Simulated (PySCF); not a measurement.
Vertical excitations of a molecule C₄H₇FSi from TDA-PBE0/def2-SVPD in PySCF, as energy in eV (oscillator strength): 6.08 (0.045), 6.44 (0.017), 6.73 (0.010), 6.95 (0.013), 7.06 (0.004), 7.36 (0.660), 7.56 (0.095), 7.68 (0.050), 7.94 (0.099), 8.06 (0.069). Lowest triplet (TDA): 4.15 eV. Coordinates come from a PBE0-D3(BJ)/def2-SVP optimisation. One conformer was computed; it need not be the lowest.

### Question
Which structure fits?
(A) C[Si@]1(F)C=CC1
(B) C=C[SiH](F)C=C
(C) F[SiH2][C@H]1C=CC1
(D) F[C@H]1C=C([SiH3])C1

### Answer
B, C=C[SiH](F)C=C
